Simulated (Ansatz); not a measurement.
`[SiH3][O][GaH2]` + `BO` → `O[BH][GaH2]` + `O[SiH3]` at 500 K and 1 bar (formal exchange of groups at a Ga–O bond).

Computed with Ansatz on PBE0-D4/def2-TZVP structures; ΔE is electronic, products minus reactants. CCSD(T)/CBS adds triple-zeta CCSD(T) − MP2 to the extrapolated MP2 energy (def2 sets, frozen cores). This one scheme is used for every species. For Ga outer-core shells are correlated without core-valence functions, which leaves a few kJ/mol of doubt a bond. Scalar relativity is left out up to krypton. One conformer a species, not always the lowest.

```csv
species,CCSD(T)/CBS energy (Eh),H − E (kJ/mol),S (J/(mol·K))
`[SiH3][O][GaH2]`,-2291.24790,151.4,384.6
`BO`,-101.80414,113.6,256.0
`O[BH][GaH2]`,-2026.31965,140.2,349.9
`O[SiH3]`,-366.69042,127.5,292.9
```

H − E and S are ideal-gas, rigid-rotor, harmonic terms from PBE0-D4/def2-TZVP, for one conformer and one mirror image of each species. 1 Eh = 2625.50 kJ/mol, R = 8.31446 J/(mol·K).

Task: By hand: ΔE, ΔH, ΔS and ΔG.

Result: ΔE = (-2026.31965) + (-366.69042) − (-2291.24790) − (-101.80414) = 0.04197 Eh = 110.2 kJ/mol. Δ(H − E) = 140.2 + 127.5 − 151.4 − 113.6 = 2.7, so ΔH = 112.9 kJ/mol. ΔS = 349.9 + 292.9 − 384.6 − 256.0 = 2.2 J/(mol·K). ΔG = 112.9 − 500 × (2.2)/1000 = 111.8 kJ/mol.

Task: By hand: the equilibrium constant, and the temperature at which ΔG would vanish if ΔH and ΔS stayed fixed.

Result: log₁₀ K = −ΔG/(RT ln 10) = -11.7. ΔG = 0 at ΔH/ΔS = 51318 K, far beyond where these terms or the molecules hold.

The number of gas molecules stays the same, so ΔS is small and ΔH decides. A doubt of 5 kJ/mol in ΔE shifts log₁₀ K by 0.5 here. Other conformers and mirror images would add mixing entropy, several J/(mol·K) or more a flexible species. These are equilibria of isolated gas molecules and say nothing of rates. Largest T1 diagnostic: 0.014 (customary marks: 0.02 for closed shells, 0.045 for open ones).
